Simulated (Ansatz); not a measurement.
Species: H₄Ge, SMILES `[GeH4]` (charge 0, multiplicity 1), formula H4Ge.

Problem. How many basis functions does frozen-core CCSD(T)/cc-pVTZ // PBE-D3(BJ)/def2-TZVP (Ansatz, a program for electronic structure) use, how many core orbitals are frozen, and how many electrons are correlated?

Solution. 99 basis functions and 9 frozen orbitals, which leaves 18 correlated electrons (filled d shells below the valence shell are correlated). Core time is of the order of seconds.
